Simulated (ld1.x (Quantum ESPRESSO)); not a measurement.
# Reading a pseudo-wave (Zn)

Columns: radius, all-electron u(r) and pseudo u(r) of the 3p shell (level -125.17 eV) of zinc in the configuration [Ne] 3s2 3p6 3d9 4s0 4p0; PW91, scalar-relativistic, RRKJ scheme, ld1.x (Quantum ESPRESSO) 7.5.

| r (bohr) | all-electron | pseudo |
| --- | --- | --- |
| 0.062 | 0.4610 | -0.0361 |
| 0.125 | 0.6773 | -0.1425 |
| 0.188 | 0.4333 | -0.3061 |
| 0.250 | -0.0046 | -0.5038 |
| 0.312 | -0.4495 | -0.7147 |
| 0.375 | -0.8164 | -0.9179 |
| 0.438 | -1.0708 | -1.0877 |
| 0.500 | -1.2167 | -1.2060 |
| 0.562 | -1.2784 | -1.2685 |
| 0.625 | -1.2767 | -1.2756 |
| 0.688 | -1.2309 | -1.2351 |
| 0.750 | -1.1585 | -1.1626 |
| 0.812 | -1.0709 | -1.0724 |
| 0.875 | -0.9748 | -0.9749 |
| 0.938 | -0.8777 | -0.8777 |
| 1.000 | -0.7848 | -0.7848 |
| 1.062 | -0.6970 | -0.6970 |
| 1.125 | -0.6143 | -0.6143 |
| 1.188 | -0.5387 | -0.5387 |
| 1.250 | -0.4714 | -0.4714 |
| 1.312 | -0.4112 | -0.4112 |
| 1.375 | -0.3568 | -0.3568 |
| 1.438 | -0.3087 | -0.3087 |
| 1.500 | -0.2671 | -0.2671 |
| 1.562 | -0.2306 | -0.2306 |
| 1.625 | -0.1982 | -0.1982 |

Problem. How many radial nodes do the two functions have?

Solution. The all-electron 3p function has n − l − 1 = 1; the pseudo-wave has 0, since the states of the same l below it are removed with the core.

Problem. At about which radius was the pseudo-wave matched?

Solution. 0.90 bohr, where the columns begin to agree (steps of 0.06 bohr).

Problem. Is the pseudo-wave norm-conserving?

Solution. Yes: the RRKJ scheme keeps the norm inside the radius equal to the all-electron one, which fixes the energy derivative of the logarithmic derivative at the level.
